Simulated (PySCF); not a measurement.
# Nd(12+): ionisation energy

Nd(12+) [Kr] 4d10 5s2 (1S) → Nd(13+) [Kr] 4d10 5s1 (2S), as a difference of total energies. All numbers are calculated (PySCF 2.14, scalar relativity by spin-free X2C-1e, in an even-tempered Gaussian basis (21 s from 0.29 bohr⁻², ratio 2.5; 16 p from 0.38 bohr⁻², ratio 2.5; 10 d from 0.59 bohr⁻², ratio 2.5; 5 f from 3 bohr⁻², ratio 2.7; 4 g from 4.5 bohr⁻², ratio 2.7)). The calculations carry no spin-orbit coupling.

```
method  ionisation energy (eV)
   UHF                  221.57
  PW91                  225.55
  BP86                  225.31
```

For comparison: 221 ± 3 eV (theoretical estimate listed by NIST; NIST Atomic Spectra Database, ionization energies).
